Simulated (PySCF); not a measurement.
Molecule: SMILES F[SiH2][Se][SiH3], FH5SeSi2.

Molfile (atoms numbered from 1):
```
FH5SeSi2
     RDKit          3D

  9  8  0  0  0  0  0  0  0  0999 V2000
    1.5292    1.6462   -0.5922 F   0  0  0  0  0  0  0  0  0  0  0  0
    1.7939    0.1447   -0.0297 Si  0  0  0  0  0  4  0  0  0  0  0  0
    0.2088   -1.2781   -0.7839 Se  0  0  0  0  0  2  0  0  0  0  0  0
   -1.5522   -0.1322    0.1414 Si  0  0  0  0  0  4  0  0  0  0  0  0
    3.0918   -0.3514   -0.5565 H   0  0  0  0  0  0  0  0  0  0  0  0
    1.7788    0.2442    1.4536 H   0  0  0  0  0  0  0  0  0  0  0  0
   -2.0373    0.9346   -0.7786 H   0  0  0  0  0  0  0  0  0  0  0  0
   -2.6362   -1.1282    0.3737 H   0  0  0  0  0  0  0  0  0  0  0  0
   -1.1165    0.4761    1.4330 H   0  0  0  0  0  0  0  0  0  0  0  0
  1  2  1  0
  2  3  1  0
  3  4  1  0
  2  5  1  0
  2  6  1  0
  4  7  1  0
  4  8  1  0
  4  9  1  0
M  END
```

Geometry PBE0-D3(BJ)/def2-SVP throughout; GIAO in PySCF 2.14.0 with density-fitted response routines, gas phase, one conformer, non-relativistic; equivalent atoms averaged; basis pcSseg-2.

For orientation, OPBE gives these shifts δ (against CFCl3, TMS, Me2Se at the same level): F1 -191.2, Si2 11.3, Si4 -51.2, Se3 -483.3, H5/H6 6.00, H7/H8/H9 4.87 ppm.

A run gave: F1 -175.5, Si2 10.8, Si4 -52.2, Se3 -472.9, H5/H6 5.82, H7/H8/H9 4.78 ppm (shifts δ (against CFCl3, TMS, Me2Se at the same level)).

Problem. Which functional was used in that run?
A. mPW1PW91
B. BP86
C. LC-wPBE
D. CAM-B3LYP

Solution. A. F1 tells them apart best: mPW1PW91 gives -175.5, BP86 gives -193.5, CAM-B3LYP gives -168.5, LC-wPBE gives -159.3 ppm.
